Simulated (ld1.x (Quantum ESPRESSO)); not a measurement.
# Building the PAW potential for holmium (Ho) (LDA (PZ), scalar-relativistic).

Ho, PAW, made with ld1.x (Quantum ESPRESSO) 7.5 (LDA (PZ), scalar-relativistic). Core [Kr] 4d10, reference 4f10 5s2 5p6 5d1 6s2 6p0. Waves: 5s (bound): rcut 1.60, rcutus 1.90 bohr; 6s (bound): rcut 1.60, rcutus 1.90 bohr; 5p (bound): rcut 2.00, rcutus 2.75 bohr; 6p (bound, empty): rcut 2.00, rcutus 2.75 bohr; 5d (bound): rcut 3.25, rcutus 3.40 bohr; 5d channel at 1.55 Ry: rcut 3.25, rcutus 3.40 bohr; 4f (bound): rcut 1.00, rcutus 1.20 bohr; 4f channel at 0.1 Ry: rcut 1.00, rcutus 1.20 bohr. Local part: all-electron potential smoothed inside 1.40 bohr (lloc = -1). Core correction: a·sin(br)/r model core inside 0.60 bohr. Augmentation charge: PSQ, inside the norm-conserving radii.

Poles of the logarithmic derivatives, all-electron (AE) and pseudo (PS). s: poles at 0.6, 5.0 (AE) and 0.6 (PS) Ry. p: poles at -2.1, 1.4 (AE) and -2.1, -1.6, 1.0, 4.4 (PS) Ry. d: poles at 0.1, 3.0 (AE) and 0.1, 2.9 (PS) Ry. f: poles at -0.7, 2.1 (AE) and -0.7, 2.1 (PS) Ry. Test radius 3.72 bohr.

* Configuration tests: test run stopped at test 1 of 9 (negative rho)
* Lowest eigenvalue of the overlap operator: -4.37 (s channel); it is negative, so in a basis up to 400 Ry S is not positive definite and the file is unfit for use
* Density cutoff estimated by the generator: 580 Ry

The ghost test of this file was not conclusive. Its overlap operator is not positive definite in a basis up to 400 Ry (lowest eigenvalue s -4.37, p -0.61), so the file is unfit for use: the generalised eigenproblem breaks down once the basis is large enough, and its test numbers describe a broken file.
